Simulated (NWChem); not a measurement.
System: MgF2; SMILES [Mg]([F])[F]

```xyz
3

Mg     0.0000     0.0000    -0.0477
F      1.7353     0.0000    -0.0477
F     -1.7353     0.0000    -0.0477
```
Atoms are numbered in this order, from 1.

Level: B3LYP/6-31G* (spherical d) (NWChem), optimised geometry, unscaled harmonic frequencies. 

Question: List the harmonic frequencies with IR intensities, and the thermochemistry.

Answer: 
```csv
frequency (cm⁻¹),IR intensity (km/mol)
150,113.5
583,0.0
920,96.0
```

* **zero-point energy**: 2.6 kcal/mol
* **thermal correction to the enthalpy at 298.15 K (with zero-point energy)**: 5.9 kcal/mol
* **heat capacity Cv**: 11.3 cal/(mol K)
* **entropy at 298.15 K and 1 atm (symmetry number 2)**: 46.4 cal/(mol K)
* **dipole moment**: 0.00 D

Rigid rotor and harmonic oscillator.
